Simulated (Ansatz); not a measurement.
`[SiH3][NH2+][B-](Cl)(Cl)Cl`, relaxed with RKS PBE0-D4/def2-TZVP in Ansatz 0.2.0 from a PBE-D4/def2-SVP geometry. The force threshold is 0.005 eV/Å; the program also tests the step.

The species carries charge 0 and has multiplicity 1.

Start:

```xyz
11

Si   -0.801    1.235   -0.555
N    -0.065    0.034    0.656
B     0.815   -1.211    0.058
Cl   -0.332   -2.162   -1.025
Cl    1.353   -2.152    1.549
Cl    2.216   -0.437   -0.856
H    -1.735    0.468   -1.424
H    -1.535    2.217    0.311
H     0.330    1.880   -1.276
H    -0.804   -0.395    1.240
H     0.558    0.524    1.322
```

```csv
step,energy (eV),largest force (eV/Å),largest move (Å)
1,-47682.1164,0.530,0.000
2,-47682.1481,0.150,0.025
3,-47682.1532,0.052,0.024
4,-47682.1540,0.018,0.011
5,-47682.1549,0.014,0.063
6,-47682.1550,0.006,0.005
7,-47682.1575,0.121,0.099
8 (rejected),-47682.1550,0.377,0.195
9,-47682.1653,0.055,0.097
10,-47682.1740,0.063,0.098
11,-47682.1855,0.179,0.146
12,-47682.1895,0.320,0.144
13,-47682.2001,0.228,0.073
14,-47682.2019,0.023,0.016
15,-47682.2020,0.005,0.003
16,-47682.2020,0.002,0.002
```

End:

```xyz
11

Si   -0.684    1.245   -0.551
N    -0.052    0.050    0.687
B     0.690   -1.237    0.066
Cl   -0.633   -2.295   -0.626
Cl    1.588   -2.031    1.446
Cl    1.817   -0.568   -1.224
H    -1.086    0.515   -1.760
H    -1.849    1.868    0.124
H     0.384    2.242   -0.751
H    -0.798   -0.297    1.289
H     0.623    0.507    1.300
```

Run time 110 s (4 threads of an Arm Neoverse V1 on a shared host); peak host memory 0.9 GiB.
